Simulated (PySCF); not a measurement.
LiCl, SMILES [Li][Cl]. Atoms are numbered in the order given.

```xyz
2

Li     0.0000     0.0000    -1.7170
Cl     0.0000     0.0000     0.3030
```
Charge 0, spin multiplicity 1.

Coordinates come from a PBE0-D3(BJ)/def2-TZVPD optimisation.

Level of theory: PBE0/def2-TZVPD run with PySCF.

Mulliken values depend strongly on the basis, most of all with diffuse functions as here. ESP charges are fitted to the potential on shells at 1.4 to 2.0 van der Waals radii. Atomic charges (e):

| atom | meta-Löwdin | Mulliken | ESP fit |
|---|---|---|---|
| Li1 | 0.85 | 0.83 | 0.72 |
| Cl2 | -0.85 | -0.83 | -0.72 |
